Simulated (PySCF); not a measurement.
Delta-SCF ions had no search for a lower state. Excitations are Tamm–Dancoff values on a coarser integration grid. The basis has no diffuse functions, so Rydberg states are missing or too high.

Z-matrix (Å, degrees):
```
C
H 1 1.0954
C 1 1.4004 2 125.80
O 3 1.3929 1 107.75 2 179.98
C 4 1.3454 3 108.24 1 0.02
C 5 1.3956 4 110.75 3 -0.01
O 6 1.3545 5 129.69 4 -179.99
H 7 0.9745 6 109.06 5 0.04
H 5 1.0967 4 116.98 3 179.99
B 3 1.5151 4 119.72 5 179.98
H 10 1.2146 3 120.67 4 0.01
H 10 1.2158 11 120.91 3 -180.00
```
Charge 0, multiplicity 1.

What dipole moment, vertical ionisation energy (Delta-SCF), S1 oscillator strength, total energy and brightest of the four lowest singlets (TDA) does PBE-D3(BJ)/def2-TZVP // PBE-D3(BJ)/def2-SVP (PySCF) give?


```json
{
 "dipole_moment": "3.43 D",
 "vertical ionisation energy (Delta-SCF)": "8.66 eV",
 "S1 oscillator strength": "0.138",
 "total_energy": "-330.4302 Ha",
 "brightest of the four lowest singlets (TDA)": "5.21 eV"
}
```
